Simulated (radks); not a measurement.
Te25+, 27 electrons, occupied as [Ar] 3d9. Method: scalar-relativistic Kohn-Sham, exchange-only LDA, spin-polarised, spherical densities, point nucleus; open shells are filled with parallel spins first (spin-orbit coupling, left out, can overturn this in heavy ions); computed with a radial shooting solver on a logarithmic mesh with Libxc functionals.

Unscreened Slater integrals over Kohn-Sham orbitals (cm^-1). They are taken over the spin-up orbitals. Empty in this configuration: 4s.

integral,value
"F0(3d,3d)",701650
"F2(3d,3d)",355280
"F4(3d,3d)",228000
"F0(3d,3p)",660170
"F2(3d,3p)",319200
"G1(3d,3p)",356570
"G3(3d,3p)",232840
"F0(3d,3s)",654440
"G2(3d,3s)",270340
"F0(3d,4s)",383190
"G2(3d,4s)",36579
"F0(3p,3p)",635330
"F2(3p,3p)",320300
"F0(3p,3s)",629970
"G1(3p,3s)",412870
"F0(3p,4s)",377340
"G1(3p,4s)",38104
"F0(3s,3s)",625970
"F0(3s,4s)",376230
"G0(3s,4s)",28730
"F0(4s,4s)",304890

Derived for the open shells (J is the average intra-shell exchange parameter used in DFT+U). 3d: Racah B = F2/49 - 5 F4/441 = 4666 cm^-1, C = 35 F4/441 = 18100 cm^-1, C/B = 3.88, F4/F2 = 0.642, J = (F2 + F4)/14 = 41660 cm^-1.
